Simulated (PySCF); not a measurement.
**InF⁻ at UHF**

Level: UHF. basis In aug-cc-pVDZ-PP with ECP28, F aug-cc-pVDZ; scalar-relativistic core potentials; PySCF 2.14.

```
state                                                                                                             : ²Π (doublet), unpaired electrons π ↑
bond length                                                                                                       : 2.062 Å
harmonic wavenumber                                                                                               : 442 cm⁻¹
force constant                                                                                                    : 1.87 mdyn/Å
rotational constant Be                                                                                            : 0.2432 cm⁻¹
anharmonicity ωexe                                                                                                : 3.52 cm⁻¹
vibration–rotation constant αe                                                                                    : 0.00235 cm⁻¹
bond order (Mayer)                                                                                                : 0.05
dipole moment (positive dipole points towards F; it is taken about the centre of mass and depends on that origin) : -1.42 D
```

These are scalar-relativistic numbers at best; spin–orbit coupling would shift them, the dissociation energy most. Hartree–Fock leaves out correlation, which carries a large part of most bond energies and some tenths to 1 eV of ionisation energies. The state was picked by a PBE0 search and need not be the measured ground state.
